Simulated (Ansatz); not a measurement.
Mulliken charges of `N#[C][Ge]([F])([C]#N)[C]#N` from B3LYP/def2-TZVPP in Ansatz (PBE0-D4/def2-TZVP geometry).

| atom | x (Å) | y (Å) | z (Å) | charge (e) |
| --- | --- | --- | --- | --- |
| N1 | 2.550 | 0.183 | 1.479 | 0.049 |
| C2 | 1.640 | 0.127 | 0.778 | -0.198 |
| Ge3 | 0.127 | 0.033 | -0.360 | 0.759 |
| F4 | 0.656 | 0.215 | -1.971 | -0.312 |
| C5 | -1.089 | 1.433 | 0.029 | -0.198 |
| N6 | -1.828 | 2.278 | 0.278 | 0.049 |
| C7 | -0.723 | -1.653 | -0.200 | -0.198 |
| N8 | -1.242 | -2.674 | -0.089 | 0.049 |

Problem. By hand: the dipole of these point charges (1 e Å = 4.8032 D).

Solution. Σ q r = (-0.100, -0.034, 0.303) e Å, of length 0.321 e Å = 1.54 D.

Problem. How does the dipole of the full density compare? (Best estimate.)

Solution. Ansatz gave: (0.053, 0.018, -0.162) e Å, 0.82 D; the point charges give 1.88 times that, at 180° from its direction, so they point the opposite way.

Point charges leave out the atoms' own dipoles, such as those of lone pairs, and Mulliken's split depends on the basis, so the two needn't agree.

B3LYP here is the variant with VWN-RPA as its local correlation; programs differ in this.
